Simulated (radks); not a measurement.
Effect of the nuclear size on neutral palladium, [Kr] 4d10. Calculated with a radial shooting solver on a logarithmic mesh with Libxc functionals: Dirac Kohn-Sham, PBE, spin-unpolarised, spherical densities, finite nucleus; Fermi nuclear charge, rms radius 4.5318 fm. The rms radius is varied about that value; shifts are against it.

| rms radius (fm) | total energy shift (eV) | density at nucleus (e/bohr^3) | 1s1/2 shift (meV) | 2s1/2 shift (meV) | 3p1/2 shift (meV) | 4s1/2 shift (meV) | 5s1/2 (empty) shift (meV) |
|---|---|---|---|---|---|---|---|
| 3.6934 | -0.846 | 1.364e+05 | -356 | -39.5 | 0.408 | -1.38 | -0.088 |
| 4.3233 | -0.224 | 1.336e+05 | -94.5 | -10.5 | 0.108 | -0.366 | -0.023 |
| 4.5318 | 0 | 1.328e+05 | 0.000 | 0.000 | 0.000 | 0.000 | 0.000 |
| 4.7131 | 0.203 | 1.321e+05 | 85.3 | 9.47 | -0.098 | 0.331 | 0.021 |
| 5.4971 | 1.16 | 1.295e+05 | 488 | 54.1 | -0.558 | 1.89 | 0.121 |

Slopes of the eigenvalues against <r^2> in GHz/fm^2, as finite differences over the two radii next to the reference (eigenvalue slopes, not the field-shift constants of lines): 1s1/2 12300, 2s1/2 1370, 3p1/2 -14.1, 4s1/2 47.8, 5s1/2 (empty) 3.06.
